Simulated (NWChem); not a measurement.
# BHOBr2; SMILES OB(Br)Br

```xyz
5

B      0.6483     0.0143     0.0000
Br    -0.3096    -1.6571     0.0000
Br    -0.3049     1.6679     0.0000
O      1.9839     0.0471     0.0000
H      2.3929    -0.8269     0.0000
```
Atoms are numbered in this order, from 1.

Results from NWChem. Medium grid unless said otherwise, to which SCAN and Minnesota functionals are sensitive. The geometry was optimised at PBE0/def2-SVP.

For level M06/def2-TZVP:

```yaml
highest occupied level (eV): -8.29
orbital gap (eV): 7.66
```

Task: How do the values read with level B3LYP/def2-TZVP instead?

Result: 
| Property | Value |
|---|---|
| highest occupied level (eV) | -8.06 |
| orbital gap (eV) | 7.17 |
